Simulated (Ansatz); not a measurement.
Relaxation of BCl₃H₃Si (8 atoms, charge 0, multiplicity 2), to a largest force component of 0.03 eV/Å in at most 50 steps.

The calculation used Ansatz 0.2.0, UKS PBE-D4/def2-SVP.

```xyz
8
Properties=species:S:1:pos:R:3
B -0.004 0.001 -0.286
Cl -0.012 0.005 1.537
Cl 1.522 -0.001 -1.133
Cl -1.521 -0.001 -1.148
Si 0.006 -0.001 4.872
H -0.768 -1.202 5.339
H 1.427 -0.068 5.356
H -0.651 1.268 5.336
```

Question: Where does it end, and by what steps?

Answer: The forces met the threshold. After 3 steps the energy has fallen by 0.065 eV; Cl2 moved furthest, 0.21 Å.

| step | energy less start (eV) | largest force component (eV/Å) | accepted |
| --- | --- | --- | --- |
| 0 | 0.0000 | 1.243 | yes |
| 1 | -0.0482 | 0.867 | yes |
| 2 | -0.0450 | 0.580 | no |
| 3 | -0.0646 | 0.018 | yes |

```xyz
8
Properties=species:S:1:pos:R:3
B -0.005 0.001 -0.431
Cl -0.015 0.007 1.324
Cl 1.519 -0.002 -1.296
Cl -1.518 -0.002 -1.314
Si 0.009 -0.002 5.057
H -0.772 -1.209 5.504
H 1.437 -0.069 5.529
H -0.655 1.274 5.499
```

Whether the end is a true minimum wasn't checked by a vibrational analysis.

The run took 7.4 s on 4 threads of Arm Neoverse V2 (shared host), peak memory 0.17 GiB.
